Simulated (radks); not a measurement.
Trend from Mg+ to Ar+: ionisation energy by Delta-SCF between NIST ground configurations, and size. Calculated with a radial shooting solver on a logarithmic mesh with Libxc functionals: Dirac Kohn-Sham, PBE, spin-unpolarised, spherical densities, finite nucleus; open shells fill j = l - 1/2 first; Fermi nuclear charge, rms radius of each element as measured or else 0.836 A^(1/3) + 0.57 fm.

species  configuration  configuration of the ion  IE (eV)  NIST (eV)       kind   -e(HOMO) (eV)  r at 0.001 e/bohr^3 (bohr)
Mg+           [Ne] 3s1                      [Ne]   15.025     15.035       exp.  11.378 (3s1/2)                        3.81
Al+           [Ne] 3s2                  [Ne] 3s1   19.225     18.829       exp.  14.810 (3s1/2)                        3.89
Si+       [Ne] 3s2 3p1                  [Ne] 3s2   16.020     16.346       exp.  11.676 (3p1/2)                        3.93
P+        [Ne] 3s2 3p2              [Ne] 3s2 3p1   19.182     19.769  semi-emp.  14.241 (3p1/2)                        3.83
S+        [Ne] 3s2 3p3              [Ne] 3s2 3p2   22.229     23.338       exp.  16.746 (3p3/2)                        3.71
Cl+       [Ne] 3s2 3p4              [Ne] 3s2 3p3   25.380     23.814       exp.  19.364 (3p3/2)                        3.57
Ar+       [Ne] 3s2 3p5              [Ne] 3s2 3p4   28.577     27.630       exp.  22.043 (3p3/2)                        3.44

Reference values: NIST Atomic Spectra Database (exp. = measured, semi-emp. = semi-empirical, theory = theoretical value adopted there). Spin polarisation and multiplet splitting are left out, so open shells lie too high by an amount that depends on their filling.

Beside tabulated values, note that spin-unpolarised runs miss the spin-polarisation part of the exchange energy of open shells.
